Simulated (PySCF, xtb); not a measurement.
4,4-difluorobut-1-yne (C₄H₄F₂), SMILES FC(F)CC#C. Other conformers were not sampled.

Harmonic wavenumbers (cm⁻¹) from GFN2-xTB run with xtb at its own minimum, in rising order: 61, 135, 295, 319, 403, 464, 531, 648, 671, 874, 1004, 1024, 1030, 1097, 1153, 1243, 1276, 1314, 1417, 2302, 2890, 2971, 2979, 3402.

What does B3LYP-D3(BJ)/def2-SVP (PySCF) give at its own minimum? (The exact figures need the calculation; the answer reports its results.)

89, 145, 348, 355, 428, 529, 581, 699, 717, 882, 990, 1064, 1125, 1150, 1235, 1306, 1408, 1419, 1431, 2240, 3043, 3071, 3096, 3471. Paired by order, the mean absolute difference is 61 cm⁻¹ and the zero-point energies are 42.2 and 44.1 kcal/mol.
